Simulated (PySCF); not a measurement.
**PbF: from constants to spectrum**

UHF-CCSD(T) constants of PbF, ²Π (doublet), unpaired electrons π ↑ (PySCF, scalar-relativistic core potentials, basis sets Pb cc-pVDZ-PP with ECP60, F cc-pVDZ; masses 207.9766 and 18.9984 u):

| Item | Value |
| --- | --- |
| ωe | 547.9 cm⁻¹ |
| ωexe | 2.29 cm⁻¹ |
| Be | 0.22547 cm⁻¹ |
| αe | 0.00129 cm⁻¹ |
| De to Pb + F | 3.76 eV |

(1) What force constant and bond length do these constants imply?

(2) Estimate the centrifugal constant D from the Kratzer relation and find the Dunham coefficient a1.

Correlated steps freeze 5 core orbitals. Correlated levels converge slowly with the basis: in double zeta they bind strong bonds too weakly, by up to about 1 eV, and carry superposition errors of some tenths. These are scalar-relativistic numbers at best; spin–orbit coupling would shift them, the dissociation energy most. The state was picked by a PBE0 search and need not be the measured ground state.

Answers

(1) Reduced mass μred = 17.408 u; k = 5.8918×10⁻⁷·μred·ωe² (u, cm⁻¹, mdyn/Å) = 3.08 mdyn/Å; Re = √(16.8576/(μred·Be)) (u, cm⁻¹, Å) = 2.072 Å.

(2) D = 4Be³/ωe² = 1.53e-07 cm⁻¹; a1 = −1 − αeωe/(6Be²) = -3.32.
